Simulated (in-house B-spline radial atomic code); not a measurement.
Os3+: [Xe] 4f13 5d5 5g1 (an excited or competing configuration)

Computed with an all-electron radial atomic-structure program (B-spline basis): Dirac-Hartree-Fock, average of configuration, Fermi nucleus of rms radius 5.4126 fm.

Screening seen three ways: the hydrogenic charge with the same mean radius, Z_r = [3n² - l(l+1)]/(2<r>), the one with the same energy, Z_e = n√(-2ε), and Slater's rules. Values are occupation-weighted means over j. An effective charge above Z reflects the relativistic contraction of the inner shells.

| shell | electrons | ε (eV) | <r> (bohr) | Z_r | Z_e | Slater |
| --- | --- | --- | --- | --- | --- | --- |
| 1s | 2 | -74406 | 0.01773 | 84.58 | 73.95 | 75.70 |
| 2s | 2 | -13144 | 0.07422 | 80.84 | 62.16 | 71.85 |
| 2p | 6 | -11537 | 0.06682 | 74.83 | 58.24 | 71.85 |
| 3s | 2 | -3166.9 | 0.193 | 69.96 | 45.77 | 64.75 |
| 3p | 6 | -2680.3 | 0.1933 | 64.66 | 42.11 | 64.75 |
| 3d | 10 | -2093.5 | 0.1763 | 59.56 | 37.21 | 54.85 |
| 4s | 2 | -745.44 | 0.4309 | 55.70 | 29.61 | 48.25 |
| 4p | 6 | -580.94 | 0.4561 | 50.42 | 26.14 | 48.25 |
| 4d | 10 | -363.12 | 0.4862 | 43.19 | 20.66 | 36.85 |
| 5s | 2 | -154.75 | 1 | 37.49 | 16.86 | 19.20 |
| 4f | 13 | -124.74 | 0.5378 | 33.47 | 12.11 | 25.80 |
| 5p | 6 | -107.81 | 1.133 | 32.22 | 14.07 | 19.20 |
| 5d | 5 | -52.46 | 1.488 | 23.18 | 9.82 | 7.60 |
| 5g | 1 | -8.7241 | 6.84 | 4.02 | 4.00 | - |

The least bound orbital is 5g7/2 at -8.724 eV, and it is also the most diffuse (<r> = 6.841 bohr). The part-filled 4f shell lies below the filled 5p shell in orbital energy.

Spin-orbit splittings of the orbital energies (j = l + 1/2 above j = l - 1/2 when positive): 2p 1534 eV, 3p 339.4 eV, 3d 72.76 eV, 4p 81.15 eV, 4d 15.32 eV, 4f 3.044 eV, 5p 13.8 eV, 5d 1.455 eV, 5g -0.0005532 eV.

For the 1s electron the small component carries 8.26 % of the norm, the zero-frequency Breit interaction raises the level by 266 eV, self-energy by 167.7 eV, and vacuum polarisation lowers it by 32.68 eV.
